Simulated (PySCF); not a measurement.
## A thermochemical cycle for BI

PBE in PySCF with x2c-SVPall on every atom, spin-free X2C, for the lowest determinant that a PBE0 search found; no spin–orbit coupling. BI, a singlet (closed shell), has De = 4.08 eV to neutral atoms, and BI⁺, a doublet (σ ↑), has De = 3.84 eV to B⁺ + I.

The adiabatic ionisation energy of BI, between the minima, is 8.98 eV.

Q: Which ionisation energy of the B atom does this level give?

A: IE(B) = IE(molecule) + De(ion) − De(neutral) = 8.98 + 3.84 − 4.08 = 8.74 eV; the measured value is 8.298 eV (NIST ASD).

Spin–orbit coupling is left out, which matters for elements this heavy, above all for dissociation energies. For an ion De counts to the pair picked by the measured ionisation energies or electron affinities, which need not be the lowest pair at this level. States were picked by a PBE0 search and need not be the measured ground states.
